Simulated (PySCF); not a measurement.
# Dipole moment and polarisability of `C=CC(=C)CNC`

Species: C₆H₁₁N.
Numbering: `[CH2:1]=[CH:2][C:3](=[CH2:4])[CH2:5][NH:6][CH3:7]` (hydrogens: H8, H9 on C1; H10 on C2; H11, H12 on C4; H13, H14 on C5; H15 on N6; H16, H17, H18 on C7)

Geometry (GFN2-xTB, Å), atoms numbered from 1 in this order:
```
atom  x, y, z in Å
C1    -1.613   -1.577    0.592
C2    -1.842   -0.270    0.530
C3    -0.990    0.735   -0.092
C4    -1.363    2.014   -0.106
C5     0.323    0.307   -0.692
N6     1.309    0.083    0.356
C7     2.550   -0.457   -0.149
H8    -0.742   -2.042    0.162
H9    -2.305   -2.244    1.077
H10   -2.748    0.124    0.976
H11   -2.294    2.338    0.328
H12   -0.750    2.778   -0.551
H13    0.710    1.101   -1.338
H14    0.169   -0.590   -1.321
H15    0.919   -0.538    1.059
H16    3.234   -0.615    0.683
H17    2.995    0.268   -0.832
H18    2.431   -1.409   -0.693
```

Level: wB97X-D/def2-SVPD (PySCF), static field, nuclei fixed, core orbitals frozen in the response. The polarisability tensor in these axes (au):

```
x    84.34  -5.54  -4.78
y    -5.54 106.11  -5.99
z    -4.78  -5.99  65.50
```

Task: Diagonalise the tensor; give its mean and Δα, where Δα² is half the sum of the squared differences of the eigenvalues.

Result: Principal values 63.16, 84.82 and 107.98 au; mean 85.32 au = 12.64 Å³ = 14.07 × 10⁻⁴⁰ C²·m²/J; Δα = 38.82 au (45 % of the mean).

Task: What is the dipole moment, and where does it point?

Result: (-0.15, -0.78, -0.27) D, 0.84 D in size, pointing from the negative to the positive side. Measured along this direction, the outermost atoms are H12 at the negative end and H9 at the positive end.

Task: How large is μ²/3kT at 400 K beside α?

Result: In Gaussian units μ²/3kT = 4.28 Å³ against 12.64 Å³, a ratio of 0.34; the Debye molar polarisation (4π/3)N_A(α + μ²/3kT) is 42.7 cm³/mol, leaving out the vibrational part.

Task: Molar refractivity from α?

Result: Lorentz–Lorenz: R = (4π/3)N_A α = 2.5225 cm³/(mol·Å³) × 12.64 Å³ = 31.9 cm³/mol, in the limit of long wavelengths.

Task: Form Σ f/ω² (atomic units) for the 8 lowest TDDFT singlets, given as eV and f, and set it beside the mean polarisability, which is this sum over all singlets: 5.14, 0.0155; 5.92, 0.5609; 6.32, 0.0015; 7.01, 0.0052; 7.16, 0.0047; 7.26, 0.0373; 7.38, 0.0043; 7.53, 0.0114.

Result: They add up to 13.19 au, 15.5 % of the 85.32 au; the largest single term is 11.85 au, from the state at 5.92 eV. Terms in order: 0.44, 11.85, 0.03, 0.08, 0.07, 0.52, 0.06, 0.15 au. Higher excitations give the rest. The strengths listed sum to 0.641.

Task: What are the principal values of the traceless quadrupole moment, Θ = ½Σq(3rr − r²1), about the centre of nuclear charge?

Result: -7.69, 3.09, 4.60 D·Å. The values depend on the origin, since the dipole doesn't vanish. The electronic extent ⟨r²⟩ about the same centre is 946 bohr², a root-mean-square distance of 2.21 Å for the 54 electrons.

Geometry: GFN2-xTB, one conformer, isolated molecule.

The run behind these numbers computed excited states as well. On Arm Neoverse V1, one thread, no GPU, on a shared host, this took 50 s of wall time (grids of density and orbitals included).
